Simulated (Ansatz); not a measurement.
Mulliken charges of AlClFHSe (`[F][Al]([Cl])[SeH]`) from r2SCAN/def2-TZVPP in Ansatz (PBE0-D4/def2-TZVP geometry).

```tsv
atom	x (Å)	y (Å)	z (Å)	charge (e)
F1	-0.980	-1.077	1.078	-0.334
Al2	0.305	-0.385	0.331	0.656
Cl3	2.221	-1.014	0.819	-0.228
Se4	-0.021	1.254	-1.231	-0.177
H5	-1.475	1.148	-1.039	0.083
```

By hand: the dipole of these point charges (1 e Å = 4.8032 D).

Σ q r = (-0.098, 0.212, -0.198) e Å, of length 0.306 e Å = 1.47 D.

How does the dipole of the full density compare? (Best estimate.)

Ansatz gave: (-0.099, 0.144, -0.133) e Å, 1.05 D; the point charges give 1.40 times that, at 8° from its direction.

Point charges leave out the atoms' own dipoles, such as those of lone pairs, and Mulliken's split depends on the basis, so the two needn't agree.
